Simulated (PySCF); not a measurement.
C₆ coefficients of unlike pairs at PBE0

Calculated with PySCF 2.14 from the dipole response of each species, C₆(A,B) = (3/π) ∫ α_A(iu) α_B(iu) du, in atomic units, from isotropic polarisabilities. For ions this is the dispersion term alone; charge-induced terms of lower order in 1/R come first.

```tsv
species	configuration	basis	relativity	α (bohr³)	C₆ (like pair)
Tc⁺	[Kr] 4d5 5s1 (7S)	def2-QZVPPD with the def2 core potential (28 electrons) (7s5p4d4f2g)	core potential	35.28	261.7
Ar²⁺	[Ne] 3s2 3p4 (3P)	aug-cc-pwCVQZ (10s9p7d5f3g)	none	4.803	16.83
Sc⁺	[Ar] 3d1 4s1 (3D)	aug-cc-pwCVTZ (10s9p7d4f3g)	none	64.53	448.1
Ne	[Ne] (1S)	aug-cc-pVQZ (6s5p4d3f2g)	none	2.685	6.518
```

(1) Estimate C₆ for Ne with Tc⁺.

No spin-orbit coupling is included.

The other pairs:

| pair | C₆ |
| --- | --- |
| Ar²⁺, Tc⁺ | 59.79 |
| Sc⁺, Ar²⁺ | 64.18 |
| Ne, Sc⁺ | 37.30 |
| Sc⁺, Tc⁺ | 325.5 |
| Ne, Ar²⁺ | 10.37 |

Results:

(1) The integral gives 35.51. The combination rule 2 C_A C_B / (C_A α_B/α_A + C_B α_A/α_B) gives 32.32 and the geometric mean 41.30.
